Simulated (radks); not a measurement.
Results of a calculation; reference values are marked as such.
Problem. These are the eigenvalues of the occupied orbitals of an atom or ion with whole-number occupations (hartree). Level of theory: Dirac Kohn-Sham, LB94 model potential, spin-unpolarised, spherical densities, finite nucleus; Fermi nuclear charge, rms radius of each element as measured or else 0.836 A^(1/3) + 0.57 fm (a radial shooting solver on a logarithmic mesh with Libxc functionals).

orbital  eigenvalue
1s1/2     -1825.947
2s1/2     -336.0376
2p1/2     -321.4830
2p3/2     -297.3759
3s1/2     -105.6267
3p1/2     -99.31690
3p3/2     -94.27656
3d3/2     -83.44599
3d5/2     -82.32646
4s1/2     -48.79559
4p1/2     -46.22243

Which element is it, and in what charge state? The configuration may be excited. Open shells, if any, fill j = l - 1/2 first.

Solution. Z = 63, europium, charge +31: Eu31+ in [Ar] 3d10 4s2 4p2. The list shows which subshells hold electrons but not how many an open one holds; the 1s level, -1825.9 hartree, gives Z - s = 60.4 by -(Z - s)^2/2, which with screening and relativity narrows Z to a few neighbours, and the depths of the outer levels then fix element, charge and occupations together.
